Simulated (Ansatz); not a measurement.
FGeH (SMILES [F][GeH]) moved off its minimum; all values from Ansatz (a quantum-chemistry and plane-wave program), cores frozen in correlated methods.
(charge 0, multiplicity 1)
```xyz
3

Ge    -0.0941    -0.1737     0.2100
H     -1.0032    -1.1474    -0.8533
F      0.6130     1.0208    -0.9032
```

Forces at B3LYP/def2-TZVPP (eV/Å):

| atom | Fx | Fy | Fz |
|---|---|---|---|
| Ge1 | -0.283 | -0.331 | -0.205 |
| H2 | 0.556 | 0.681 | 0.267 |
| F3 | -0.273 | -0.350 | -0.062 |

Question: Give the forces (eV/Å), the total energy and the dipole at CCSD(T)/aug-cc-pVTZ.

Answer: 
```
atom      Fx      Fy      Fz
----  ------  ------  ------
Ge1   -0.262  -0.261  -0.391
H2     0.610   0.739   0.332
F3    -0.348  -0.478   0.058
```
Energy -2175.8580 hartree, dipole 1.87 D.

Doubts at one or more of the structures used: a restricted determinant that unrestricted orbitals would lower (CCSD(T)/aug-cc-pVTZ).
